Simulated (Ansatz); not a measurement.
H3BN (SMILES B[NH]), doublet, geometry from GFN2-xTB. Base run: Ansatz (an electronic-structure program) with R2SCAN/pcseg-1.

Geometry (Å):
```xyz
5

B     -0.6559     0.1420     0.0166
N      0.6050    -0.1941    -0.0195
H     -1.5257    -0.6518    -0.0265
H     -1.0056     1.2740     0.0956
H      1.5754     0.0267    -0.0155
```
Charge 0, spin multiplicity 2.
Orbitals are unrestricted.
All else is at Ansatz's defaults.
Base energy -81.28117 Eh.

Variants of this job, named by their change:

| change | ΔE vs base (kcal/mol) |
|---|---|
| base | 0.000 |
| final_grid = 6, 12, 29 | -0.185 |
| final_grid = 14, 28, 59 | -0.001 |
| fitting.mean_field = def2-universal-JKFIT | -0.022 |
| lower_state_search = off | 0.000 |
| nuclear_model = gaussian | 0.005 |
| lower_state_search = full | 0.000 |
| final_grid = 4, 8, 17 | -0.460 |
| point_charge = charge:1.0 position_ang:0.1275, -2.2781, -4.1113 | -2.21 |
| fitting.mean_field = cc-pVTZ-JKFIT | -0.020 |
| accuracy = high | 0.001 |
